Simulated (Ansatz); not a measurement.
```xyz
9

O    -1.6124   -0.6733   -0.7801
Si   -0.0011   -0.3903   -0.8044
F     0.3723    0.5736   -2.0300
Si    0.5322    0.6760    1.2079
H    -1.9939   -1.2350   -1.4570
H     0.7469   -1.6504   -1.0631
H     1.9770    1.0283    1.2179
H     0.2545   -0.2424    2.3440
H    -0.2756    1.9135    1.3648
```

The species carries charge 0 and has multiplicity 1.

Question: List the CAM-B3LYP/def2-TZVPP orbital energies in eV (Ansatz). (An estimate is asked.)

Answer: Computed: Occupied: -1802.27, -1800.87, -673.35, -522.95, -146.67, -145.51, -102.05, -102.00, -101.96, -100.82, -100.82, -100.82, -34.49, -30.04, -18.23, -16.64, -15.95, -14.44, -14.17, -13.29, -11.99, -11.48, -11.38, -11.30, -9.63. Lowest empty: 0.74, 1.06, 1.86, 2.18, 2.45, 2.81, 3.60, 3.89.
